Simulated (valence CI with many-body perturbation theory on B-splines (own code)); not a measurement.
Zr35+: E2, E3, M1, M2 decay

Calculated by valence CI with perturbative core correlation (CI+MBPT): three valence electrons over a frozen Dirac-Fock core [He], radial functions for each j: 11 s, 11 p, 9 d, 7 f, 5 g, 2 h, 1 i, with the one-electron correlation potential Σ1, the two-electron term Σ2, the three-electron term Σ3, Breit, model QED; selected CI, second order for the rest (own B-spline code, finite nucleus).

The last digits are not significant, and no measured levels were compared; by estimate large intervals hold to a few tenths of a per cent, small ones and those within an open d or f shell to about a per cent.

Lines 1 to 22 of 22 in falling wavelength, among levels below 3058.3 eV, chosen from the decays that carry over 1 % of a level's rate. Wavelengths and rates use the calculated energies. Electric multipoles are in the length gauge, E1 and E2 with the static RPA response of the core. Weak lines are less certain than strong ones. Lines between different terms over intervals too small for the method are left out, as are lines whose strength nearly cancels. The highest levels of a list are the least certain.

Levels are named by their leading jj configuration (3d3/2^4 stands for four electrons in 3d with j = 3/2), which in mixed levels can hold well under half, so a name can repeat and another be missing. Letters in brackets count levels of one name in rising energy.

```tsv
λ vac (Å)	Upper	Lower	Type	A (s⁻¹)	Branch %
181.4	(2s 2p1/2 2p3/2) J=3/2 [a]	(2s 2p1/2^2) J=1/2	M1	2.81e+06	1.1
128.3	(2s^2 2p3/2) J=3/2	(2s^2 2p1/2) J=1/2	M1	4.22e+06	99.9
4.774	(2s^2 3p1/2) J=1/2	(2s^2 2p3/2) J=3/2	E2	6.59e+10	6.8
4.767	(2s 2p3/2 3p3/2) J=7/2	(2s 2p3/2^2) J=5/2	E2	1.47e+10	18.9
4.738	(2s 2p1/2 3p3/2) J=5/2	(2s 2p1/2 2p3/2) J=5/2	E2	1.91e+10	1.1
4.725	(2s^2 3p3/2) J=3/2	(2s^2 2p3/2) J=3/2	E2	3.02e+10	1.5
4.704	(2s 2p3/2 3d5/2) J=9/2	(2s 2p3/2^2) J=5/2	M2	5.54e+08	27.5
4.600	(2s 2p3/2 3p3/2) J=7/2	(2s 2p1/2 2p3/2) J=5/2	E2	2.47e+10	31.8
4.581	(2s 2p1/2 3p3/2) J=5/2	(2s 2p1/2^2) J=1/2	E2	3.61e+10	2.2
4.576	(2p1/2 2p3/2 3d3/2) J=7/2	(2s 2p3/2^2) J=3/2	E2	5.54e+09	2.4
4.563	(2s 2p3/2 3p3/2) J=7/2	(2s 2p1/2 2p3/2) J=3/2 [a]	E2	2.69e+10	34.6
4.558	(2s^2 3p3/2) J=3/2	(2s^2 2p1/2) J=1/2	E2	3.28e+10	1.6
4.540	(2s 2p3/2 3d5/2) J=9/2	(2s 2p1/2 2p3/2) J=5/2	M2	3.67e+07	1.8
4.540	(2s 2p3/2 3d5/2) J=9/2	(2s 2p1/2 2p3/2) J=5/2	E3	3.14e+07	1.6
4.505	(2s 2p3/2 3d5/2) J=9/2	(2s 2p1/2 2p3/2) J=3/2 [a]	E3	4.21e+07	2.1
4.489	(2p1/2 2p3/2 3d3/2) J=7/2	(2s 2p3/2^2) J=5/2	E2	4.80e+09	2.1
4.477	(2p1/2 2p3/2 3d5/2) J=9/2	(2s 2p3/2^2) J=5/2	E2	2.40e+09	1.1
4.397	(2p1/2 2p3/2 3d3/2) J=7/2	(2s 2p1/2 2p3/2) J=3/2 [b]	E2	3.99e+10	17.1
4.340	(2p1/2 2p3/2 3d3/2) J=7/2	(2s 2p1/2 2p3/2) J=5/2	E2	1.11e+11	47.5
4.329	(2p1/2 2p3/2 3d5/2) J=9/2	(2s 2p1/2 2p3/2) J=5/2	E2	1.71e+11	79.1
4.314	(2p1/2 2p3/2 3d5/2) J=7/2	(2s 2p1/2 2p3/2) J=3/2 [a]	E2	1.65e+11	4.3
4.308	(2p1/2 2p3/2 3d3/2) J=7/2	(2s 2p1/2 2p3/2) J=3/2 [a]	E2	4.25e+09	1.8
```
